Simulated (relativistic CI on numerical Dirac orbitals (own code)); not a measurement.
## Cr⁵⁺ in a cubic cluster: 2p photoemission with charge transfer

Computed with a charge-transfer multiplet model of a cubic metal-ligand cluster with up to 2 ligand holes, Slater and spin-orbit integrals from Dirac-Coulomb-Breit ions, Slater integrals scaled by 0.7. The ground state mixes d1 with configurations of k ligand holes L, whose averages lie at kΔ + k(k − 1)U_dd/2; a core hole lowers each added d electron by U_cd. 300 K, Lorentzian 0.6 eV and Gaussian 0.8 eV FWHM.

Atomic integrals in eV (Slater integrals scaled, ζ unscaled), ground: F2dd 8.205, F4dd 5.167, zeta_d 0.045; with the core hole: F2dd 8.205, F4dd 5.167, zeta_d 0.067, zeta_core 5.615, F2cd 6.030, G1cd 4.759, G3cd 2.711. Where a configuration has fewer than two d electrons, the dd integrals are those of d2.

Cluster parameters (eV): Δ = 0.7, U_cd = 6.8, 10Dq = 2, 10Dq(ligand) = 0, V(eg) = 4.1, V(t2g) = -2.14, final-state hopping factor = 1.

```csv
Case,n_d,d1,d2L,d3L2,S
U_dd = 3.8 eV,1.97,0.25,0.53,0.22,0.50
U_dd = 5.9 eV,1.92,0.27,0.54,0.19,0.50
U_dd = 7.3 eV,1.89,0.29,0.54,0.17,0.50
```

Weights, n_d and S are thermal averages at 300 K. Binding energies count from the first peak over 30 % of the highest in each spectrum, which can be another peak from case to case. The parameters are a model scan and need not match a compound or its usual spin state. Peaks in eV (height, largest 100):
- U_dd = 3.8 eV: 0.0 (100), 4.4 (7), 9.0 (30), 18.8 (6)
- U_dd = 5.9 eV: 0.0 (100), 4.4 (7), 8.9 (30), 18.8 (5)
- U_dd = 7.3 eV: 0.0 (100), 4.4 (7), 8.8 (30), 18.8 (5)

For the case U_dd = 5.9 eV, Δ = 0.7 eV is smaller than U_dd = 5.9 eV, the charge-transfer side of the Zaanen-Sawatzky-Allen scheme. With the core hole the average of the configuration with one ligand hole lies at Δ − U_cd = -6.1 eV before mixing: the effective hopping of about 8.9 eV (from the holes of the mixed ground state) is comparable with this gap or larger, so the configurations mix strongly.

With at most 2 ligand holes the space is cut while the next configuration still counts, so covalency is underestimated, and a final configuration with one more ligand hole, which can lie low, is missing from the spectra.
